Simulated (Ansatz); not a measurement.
A run for Ansatz (a quantum-chemistry and plane-wave program): R-B3LYP-D3(BJ)/def2-TZVP on C2H6GeO (SMILES C[O][Ge][CH3]).

Ansatz 0.2 input:
```yaml
crystal:
  periodic: [false, false, false]
  atoms:
    - {symbol: C, position_ang: [1.63598543, -0.18945762, -0.02428725]}
    - {symbol: O, position_ang: [0.75864651, -1.26633215, -0.22591438]}
    - {symbol: Ge, position_ang: [-0.96971685, -1.53076560, -0.46047158]}
    - {symbol: C, position_ang: [-1.66997833, 0.40340527, -0.37377646]}
    - {symbol: H, position_ang: [2.11303019, -0.29440615, 0.95319314]}
    - {symbol: H, position_ang: [2.40895876, -0.21118352, -0.79650741]}
    - {symbol: H, position_ang: [1.11818372, 0.77110863, -0.06537908]}
    - {symbol: H, position_ang: [-2.75126430, 0.44768166, -0.49500984]}
    - {symbol: H, position_ang: [-1.22115291, 1.01146571, -1.16092783]}
    - {symbol: H, position_ang: [-1.42269224, 0.85848378, 0.58663861]}
basis:
  gaussian:
    orbitals: def2-TZVP
hamiltonian:
  xc: b3lyp
  dispersion: d3bj
relax: {f_tol: 0.003, max_steps: 120}
scf: {lower_state_search: off}
```

Give the final energy of this run.

-2232.1756 hartree.

How many basis functions does it have, and what does it roughly cost on one machine?

177 functions; about 40 core-seconds (a rough figure).
